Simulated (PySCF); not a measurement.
CH₆O₂Si₃. Atoms are numbered in the order given.

```xyz
12

O      0.3382     2.4669     0.0685
C      0.5706     1.2992     0.0168
O      1.6519     0.7141     0.6515
Si     1.6316    -0.9743     0.2476
Si    -0.3141    -0.2586    -0.8270
Si    -2.3833    -0.7270     0.1737
H      1.5437    -1.7939     1.4837
H      2.8426    -1.3401    -0.5315
H     -0.3662    -0.1817    -2.3146
H     -3.3819     0.3153    -0.1972
H     -2.1890    -0.7389     1.6515
H     -2.8708    -2.0645    -0.2729
```
Charge 0, spin multiplicity 1.

The structure is a stationary point at B3LYP-D3(BJ)/def2-SVP. The structure was generated by enumeration; whether it is a known compound was not checked.

These are r2SCAN/def2-TZVP run with PySCF values and carry that method's errors.

The molecule is in vacuum.

| Quantity | Result |
|---|---|
| total energy | -1060.59183 hartree |
| highest occupied level | -6.44 eV |
| lowest empty level | -1.99 eV |
| orbital gap | 4.45 eV |
| dipole moment | 0.812 e·Å |
| quadrupole, principal values (traceless, Buckingham form, about the centre of nuclear charge) | -9.73, 3.52, 6.21 D·Å |
| mean static polarisability | 103.5 bohr³ (15.34 Å³) |
| polarisability, principal values | 84.9, 100.5, 125.0 bohr³ |
